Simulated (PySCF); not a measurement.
## `N1(C)N(CC)[C@@H]([SiH3])CC1`, C6H16N2Si

Geometry:
```csv
atom,x (Å),y (Å),z (Å)
C1,2.767,-0.326,0.394
C2,1.532,-0.906,-0.282
N3,0.331,-0.255,0.206
C4,-0.917,-0.894,-0.273
Si5,-1.658,-1.738,1.262
C6,-1.746,0.237,-0.890
C7,-0.661,1.271,-1.218
N8,0.318,1.129,-0.150
C9,0.016,1.941,1.016
H10,2.847,0.733,0.168
H11,2.692,-0.451,1.471
H12,3.661,-0.834,0.039
H13,1.631,-0.812,-1.377
H14,1.443,-1.968,-0.038
H15,-0.672,-1.616,-1.063
H16,-1.953,-0.704,2.253
H17,-0.670,-2.679,1.786
H18,-2.892,-2.450,0.910
H19,-2.453,0.654,-0.172
H20,-2.300,-0.089,-1.768
H21,-1.033,2.294,-1.272
H22,-0.171,1.022,-2.166
H23,-1.004,1.805,1.396
H24,0.163,2.988,0.753
H25,0.718,1.672,1.803
```

The calculation used GIAO BHandHLYP/pcSseg-1 magnetisability, rotational g tensor and spin-rotation constants, non-relativistic, gas phase (PySCF). Geometry: GFN2-xTB.

(1) Give the nuclear spin-rotation constants along the inertial axes (H = +C I·J) beside the isotropic shieldings.

Results:

(1) Rotational constants 1.6065, 1.1759, 0.8979 GHz. A star marks the isotopologue with that one atom substituted, in its own axes.
| atom | isotope | Caa (kHz) | Cbb (kHz) | Ccc (kHz) | mean (kHz) | σ (ppm) |
| --- | --- | --- | --- | --- | --- | --- |
| N3 | 14N | 0.138 | 0.073 | 0.092 | 0.101 | 136.3 |
| N8 | 14N | 0.120 | 0.051 | 0.089 | 0.086 | 161.9 |
| H10 | 1H | -0.085 | -0.030 | -0.092 | -0.069 | 30.0 |
| H11 | 1H | -0.159 | -0.106 | -0.005 | -0.090 | 30.7 |
| H12 | 1H | -0.114 | -0.059 | -0.071 | -0.081 | 30.9 |
| H13 | 1H | -0.146 | -0.104 | 0.005 | -0.082 | 29.5 |
| H14 | 1H | -0.088 | -0.015 | -0.098 | -0.067 | 29.6 |
| H15 | 1H | -0.177 | -0.113 | 0.015 | -0.092 | 30.1 |
| H16 | 1H | -0.157 | -0.087 | 0.017 | -0.076 | 28.4 |
| H17 | 1H | -0.142 | 0.044 | -0.085 | -0.061 | 28.1 |
| H18 | 1H | 0.030 | -0.105 | -0.065 | -0.047 | 27.9 |
| H19 | 1H | -0.122 | -0.092 | -0.028 | -0.081 | 29.9 |
| H20 | 1H | -0.130 | -0.116 | -0.009 | -0.085 | 30.0 |
| H21 | 1H | -0.181 | 0.030 | -0.083 | -0.078 | 29.4 |
| H22 | 1H | -0.129 | -0.112 | 0.008 | -0.078 | 29.0 |
| H23 | 1H | 0.033 | -0.115 | -0.088 | -0.056 | 29.5 |
| H24 | 1H | -0.080 | -0.024 | -0.097 | -0.067 | 29.6 |
| H25 | 1H | -0.156 | -0.017 | -0.056 | -0.076 | 29.4 |
| C1 | 13C* | 0.222 | 0.177 | 0.124 | 0.174 | 168.3 |
| C2 | 13C* | 0.319 | 0.231 | 0.178 | 0.242 | 131.8 |
| C4 | 13C* | 0.257 | 0.237 | 0.192 | 0.229 | 136.1 |
| Si5 | 29Si* | -0.878 | -0.643 | -0.492 | -0.671 | 418.7 |
| C6 | 13C* | 0.244 | 0.159 | 0.182 | 0.195 | 154.6 |
| C7 | 13C* | 0.306 | 0.222 | 0.179 | 0.235 | 134.8 |
| C9 | 13C* | 0.369 | 0.222 | 0.131 | 0.241 | 137.7 |

For the geometry as given, no vibrational averaging.
